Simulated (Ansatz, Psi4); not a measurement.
Intermolecular potential of Br2Ge ··· HCl (SMILES [Br][Ge][Br] and Cl), singlet. Monomers: optimised at B3LYP-D3(BJ) (def2-TZVP), held rigid. Orientation: lowest of the rigid-body minima from ten starts at GFN2-xTB. R is the distance of the centres of mass, along which the second monomer moves.

- PBE/def2-TZVP, counterpoise-corrected (Psi4)
- PBE-D3(BJ)/def2-TZVP, counterpoise-corrected (Psi4)
- PBE0/def2-TZVP, counterpoise-corrected (Psi4)
- CCSD(T)/aug-cc-pVDZ = Ansatz (a quantum-chemistry and plane-wave program) with CCSD(T) on RHF/aug-cc-pVDZ, cores with 3d frozen, counterpoise-corrected

Interaction energies in kJ/mol; the last columns give the difference from CCSD(T):

| R / Å | PBE/def2-TZVP | PBE-D3(BJ)/def2-TZVP | PBE0/def2-TZVP | CCSD(T)/aug-cc-pVDZ | PBE/def2-TZVP − CCSD(T)/aug-cc-pVDZ | PBE-D3(BJ)/def2-TZVP − CCSD(T)/aug-cc-pVDZ | PBE0/def2-TZVP − CCSD(T)/aug-cc-pVDZ |
|---|---|---|---|---|---|---|---|
| 2.79 | 1.61 | -6.84 | -2.46 | 16.09 | -14.48 | -22.93 | -18.55 |
| 2.98 | -7.33 | -15.52 | -9.83 | 2.07 | -9.40 | -17.59 | -11.90 |
| 3.15 | -10.67 | -18.49 | -12.21 | -4.64 | -6.03 | -13.85 | -7.56 |
| 3.42 | -11.51 | -18.33 | -12.16 | -9.13 | -2.38 | -9.20 | -3.03 |
| 3.65 | -10.37 | -16.26 | -10.65 | -9.81 | -0.56 | -6.45 | -0.84 |
| 3.99 | -7.95 | -12.51 | -8.00 | -8.64 | 0.69 | -3.87 | 0.64 |
| 4.46 | -5.05 | -8.07 | -5.05 | -6.07 | 1.02 | -1.99 | 1.02 |
| 5.19 | -2.41 | -3.87 | -2.45 | -3.15 | 0.74 | -0.72 | 0.70 |
| 6.16 | -0.98 | -1.54 | -1.06 | -1.40 | 0.42 | -0.14 | 0.34 |
| 7.49 | -0.42 | -0.60 | -0.47 | -0.58 | 0.15 | -0.02 | 0.10 |

PBE/def2-TZVP is furthest from CCSD(T)/aug-cc-pVDZ at 2.79 (-14.48 kJ/mol, below); its mean absolute difference over the points is 3.59 kJ/mol.

PBE-D3(BJ)/def2-TZVP is furthest from CCSD(T)/aug-cc-pVDZ at 2.79 (-22.93 kJ/mol, below); its mean absolute difference over the points is 7.68 kJ/mol.

PBE0/def2-TZVP is furthest from CCSD(T)/aug-cc-pVDZ at 2.79 (-18.55 kJ/mol, below); its mean absolute difference over the points is 4.47 kJ/mol.
